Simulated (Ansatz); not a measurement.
Consider the ligand exchange at the Hf–N bond: `[NH2][Hf]([F])([F])[Cl]` + H₂S → `[F][Hf]([F])([SH])[Cl]` + NH₃.

Gas-phase electronic energies from Ansatz, PBE0-D4/def2-TZVP geometries. CBS: MP2 limit from def2 TZ/QZ plus the TZ coupled-cluster correction, frozen cores. This one scheme is used for every species. DFT in def2-TZVPP. Elements past krypton have def2 core potentials. For Hf outer-core shells are correlated without core-valence functions, which leaves a few kJ/mol of doubt a bond. Each species was taken in one conformer, which may not be the lowest.

`[NH2][Hf]([F])([F])[Cl]`:

Cartesian coordinates in Å:
```
N 1.092 -0.003 0.624
Hf -0.636 0.106 -0.393
F -0.207 0.603 -2.177
F -1.737 1.368 0.504
Cl -1.705 -1.996 -0.404
H 1.201 0.161 1.616
H 1.992 -0.238 0.230
```

H₂S:

Z-matrix (Å, degrees):
```
S
H 1 1.341
H 1 1.341 2 92.3
```

`[F][Hf]([F])([SH])[Cl]`:

Cartesian coordinates in Å:
```
F 1.865 -0.121 -0.658
Hf 0.038 0.313 -0.443
F -0.293 2.139 -0.783
S -0.577 -0.098 1.872
Cl -1.224 -1.026 -1.886
H 0.191 -1.206 1.897
```

NH₃:

Cartesian coordinates in Å:
```
N -0.119 -0.047 0.251
H -0.779 -0.177 -0.505
H 0.240 0.897 0.174
H 0.658 -0.674 0.080
```

```tsv
level	ΔE (kcal/mol)
r2SCANh	-5.7
CAM-B3LYP	-3.1
MP2/def2-TZVPP	-5.5
CCSD/CBS(def2)	-4.4
```

(1) What does CCSD(T)/CBS give? (An estimate is asked.)

Largest T1 diagnostic among the species: 0.016.

## Answers

(1) The calculation gave: -5.1 kcal/mol. The listed levels differ from it by -0.6, 2.0, -0.4, 0.7 kcal/mol.

At CCSD(T), def2-SVP lies +3.4 kcal/mol from the extrapolated value and def2-TZVPP +0.3 kcal/mol. Leaving LDA and LC-ωPBE aside and taking each functional with its dispersion term where it has one, the values, not all of them listed here, spread over 3.1 kcal/mol, from B97M-V to CAM-B3LYP-D4. In def2-TZVPP, CCSD(T) changes the Hartree–Fock value by −1.0 kcal/mol (the triples alone add −0.7 kcal/mol) and MP2 by −1.7 kcal/mol.
